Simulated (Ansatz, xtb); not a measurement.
**C3H8ClPSi2: 3 structures ranked**

3 gas-phase structures of C3H8ClPSi2, from a drawn sample of its isomers (lower ones may exist). Each was relaxed with GFN2-xTB; where two conformers were screened, the lower at r2SCAN-D4/def2-SVP is listed:

A. `C#CC[Si@@H](Cl)P[SiH3]`, a singlet
B. `CC#C[Si@@H](Cl)P[SiH3]`, a singlet
C. `C#CC[Si@]([SiH3])(P)Cl`, a singlet

Q: Which do you expect lowest at r2SCAN-D4/def2-SVP, and how would the others follow?

A: Calculated order at r2SCAN-D4/def2-SVP: B (0.0), A (42.6), C (64.3) kJ/mol.

Energies above the lowest of each column, in kJ/mol; the last columns are at PBE0-D3(BJ)/def2-SVP geometries:

```json
{"structure": "B", "GFN2-xTB": "0.0", "HF/STO-3G": "0.0", "r2SCAN-D4/def2-SVP": "0.0", "PBE0-D3(BJ)/def2-SVP": "0.0", "CCSD(T)/def2-SVP + ΔMP2/def2-TZVPP": "0.0"}
{"structure": "A", "GFN2-xTB": "39.5", "HF/STO-3G": "48.8", "r2SCAN-D4/def2-SVP": "42.6", "PBE0-D3(BJ)/def2-SVP": "37.6", "CCSD(T)/def2-SVP + ΔMP2/def2-TZVPP": "40.5"}
{"structure": "C", "GFN2-xTB": "92.9", "HF/STO-3G": "53.1", "r2SCAN-D4/def2-SVP": "64.3", "PBE0-D3(BJ)/def2-SVP": "57.0", "CCSD(T)/def2-SVP + ΔMP2/def2-TZVPP": "63.0"}
```

Every level run on B puts it lowest or level with the lowest. Flexible structures stand in one conformer each, not always the lowest. ΔMP2 is the change of the MP2 energy from the smaller to the larger basis.

Programs: Ansatz 0.2.0, xtb 6.7.1.
